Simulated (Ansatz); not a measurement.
The same path of BClFH3O (7 atoms, charge 0, multiplicity 1) was run twice with different band settings. Lost on the way: B1–H2, O5–H7. Made: H2–H7.

These are results of Ansatz, RKS PBE-D4/6-31G*, not measurements.

Relaxed end points:

```xyz
7
Properties=species:S:1:pos:R:3
B 0.053 0.057 0.229
H 0.443 0.803 1.086
Cl 1.188 -0.117 -1.226
F -1.278 0.053 -0.082
O 0.215 -1.529 0.960
H 0.808 -2.014 0.337
H -0.683 -1.912 0.827
```

```xyz
7
Properties=species:S:1:pos:R:3
B 0.009 -0.637 -0.882
H 0.282 -0.025 3.047
Cl 1.229 0.343 -1.696
F -1.282 -0.479 -1.203
O 0.408 -1.536 0.057
H -0.364 -2.009 0.430
H 0.463 -0.318 2.378
```

Common settings: movable images 9; climbing image yes; spring 5.0 eV/Å²; optimiser quadratic models (default); start path through a guess of the saddle point; iteration limit 60; end points relaxed.

| run | force threshold |
| --- | --- |
| 1 | 0.05 eV/Å |
| 2 | 0.2 eV/Å |

Task: What does each run give, and how far can it be trusted?

Result: Run 1: converged after 15 iterations, highest image 1.071 eV above the first end. Neighbouring images differ by up to 1.3 eV, so the band resolves the path poorly. A vibrational analysis at the climbing image gives one clearly imaginary mode, 1275i cm⁻¹: a first-order saddle point.
Run 2: converged after 12 iterations, highest image 1.071 eV above the first end. The threshold of 0.2 eV/Å is loose, so the images may lie well off the minimum-energy path. Neighbouring images differ by up to 1.3 eV, so the band resolves the path poorly. Another band between the same ends (9 images) ends at a top of the same energy, where a vibrational analysis finds 1 clearly imaginary mode.
The orbitals stay closed-shell, which can raise the energy where a bond breaks towards radicals; this wasn't checked here.
